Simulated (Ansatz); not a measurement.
Consider the formal hydrolysis of the Si–Cl bond: `C[Si](N)(Cl)Br` + H₂O → `C[Si](N)(O)Br` + HCl.

Computed with Ansatz on PBE0-D4/def2-TZVP structures; ΔE is electronic, products minus reactants. CBS: MP2 limit from def2 TZ/QZ plus the TZ coupled-cluster correction, frozen cores. This one scheme is used for every species. DFT in def2-TZVPP. B3LYP here is the variant with VWN-RPA as its local correlation; programs differ in this. For Br outer-core shells are correlated without core-valence functions, which leaves a few kJ/mol of doubt a bond. Scalar relativity is left out up to krypton. One conformer a species, not always the lowest.

| level | ΔE (kJ/mol) | difference from CCSD(T)/CBS |
| --- | --- | --- |
| PBE-D4 | -2.7 | 3.1 |
| r2SCAN-D4 | -9.7 | -3.9 |
| PBE0-D4 | -3.4 | 2.4 |
| B3LYP-D4 | -9.9 | -4.1 |
| ωB97X-V | -9.1 | -3.3 |
| ωB97M-V | -8.6 | -2.8 |
| B2PLYP | -12.2 | -6.4 |
| PBE | -5.2 | 0.6 |
| r2SCAN | -10.2 | -4.4 |
| PBE0 | -5.6 | 0.2 |
| B3LYP | -14.2 | -8.4 |
| HF/def2-TZVPP | -18.7 | -12.9 |
| MP2/def2-TZVPP | -6.0 | -0.2 |
| SCS-MP2/def2-TZVPP | -10.2 | -4.4 |
| CCSD/def2-TZVPP | -13.6 | -7.8 |
| CCSD(T)/def2-TZVPP | -11.8 | -6.0 |
| HF/def2-QZVPP | -19.0 | -13.2 |
| MP2/def2-QZVPP | -2.6 | 3.2 |
| SCS-MP2/def2-QZVPP | -7.0 | -1.2 |
| HF/CBS(def2) | -19.0 | -13.2 |
| MP2/CBS(def2) | 0.1 | 5.9 |
| CCSD/CBS(def2) | -7.5 | -1.7 |
| CCSD(T)/CBS | -5.8 | 0 |

Largest T1 diagnostic among the species: 0.009.

In def2-TZVPP, CCSD(T) changes the Hartree–Fock value by +6.9 kJ/mol (the triples alone add +1.8 kJ/mol) and MP2 by +12.8 kJ/mol. The D4 term adds +4.3 kJ/mol with B3LYP and +2.3 kJ/mol with PBE0; it sums over pairs of atoms, weighted by their polarisabilities, and B3LYP, whose exchange is more repulsive, gets the larger term.

CCSD(T)/CBS has its own doubt, a few kJ/mol and more with outer-core shells, so smaller differences from it don't rank the levels.
